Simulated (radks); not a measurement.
Q: The mean radii <r> (bohr) of the occupied orbitals of an atom or ion are listed with their occupations. Calculated with a radial shooting solver on a logarithmic mesh with Libxc functionals: scalar-relativistic Kohn-Sham, PBEsol, spin-polarised, spherical densities, finite nucleus; Fermi nuclear charge, rms radius of each element as measured or else 0.836 A^(1/3) + 0.57 fm.

| orbital | occ. | <r> |
|---|---|---|
| 1s | 2 | 0.02596 |

Name the element and its charge. Open shells, if any, are filled with parallel spins first.

A: Z = 55, caesium, charge +53: Cs53+ in [He]. The 1s radius gives Z: for a bare nucleus <r> = (2 gamma + 1)/(2Z) with gamma = sqrt(1 - (Z/c)^2), 0.02574 bohr for Z = 55, and screening makes it slightly larger (0.02596 here). The occupations add up to 2, and the charge is Z minus that.
